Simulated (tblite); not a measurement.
Q: Give a GFN2-xTB geometry of `CCN1CCCN1CC`.

A: 
```xyz
25
C7H16N2 angstrom
C      2.251    1.295    0.742
C      1.913   -0.186    0.638
N      0.832   -0.377   -0.321
C      0.485   -1.776   -0.549
C     -0.582   -2.121    0.508
C     -1.094   -0.729    0.938
N     -0.354    0.252    0.142
C     -1.107    0.818   -0.964
C     -1.973    1.974   -0.478
H      3.085    1.444    1.423
H      1.387    1.842    1.108
H      2.517    1.682   -0.238
H      2.777   -0.737    0.259
H      1.660   -0.578    1.635
H      0.065   -1.855   -1.556
H      1.367   -2.412   -0.489
H     -0.140   -2.653    1.350
H     -1.376   -2.737    0.092
H     -2.166   -0.616    0.775
H     -0.891   -0.547    1.997
H     -1.737    0.070   -1.472
H     -0.372    1.188   -1.682
H     -1.352    2.726   -0.001
H     -2.497    2.427   -1.316
H     -2.709    1.629    0.245
```

Orientation and origin are arbitrary. Atoms count from 1 in this order. The 5-membered ring N3–C4–C5–C6–N7 has internal angles of 102.7° to 107.6°; it is puckered, 0.14 Å rms from its mean plane, widest ring torsion 34°. Of the pairs four or more bonds apart, N7···H11 is among the closest relative to their van der Waals radii: 2.55 Å, 93 % of the sum of Bondi's values. N3 (hydrazine nitrogen) is pyramidal (angles 113.9°, 110.3° and 106.1°, sum 330.2°, 0.47 Å off the plane of its three neighbours). The C–C distances run from 1.522 Å (C1–C2, drawn single) to 1.544 Å (C5–C6, drawn single), a spread of 0.022 Å.

Bonds between heavy atoms (Å): C1–C2 1.522, C2–N3 1.457, N3–C4 1.460, C4–C5 1.541, C5–C6 1.544, C6–N7 1.465, N7–C8 1.453, C8–C9 1.524, N3–N7 1.420.

Computed geometry: GFN2-xTB, gas phase.

Point group: C1 (no symmetry element, even within 0.4 Å). Its GFN2-xTB frequencies are all real (lowest 42 cm⁻¹). The numbers are those of one conformer (C1–C2–N3–C4 177°, C6–N7–C8–C9 84°, C2–N3–C4–C5 89°, N3–C4–C5–C6 19°, C4–C5–C6–N7 1°, C5–C6–N7–C8 103°).
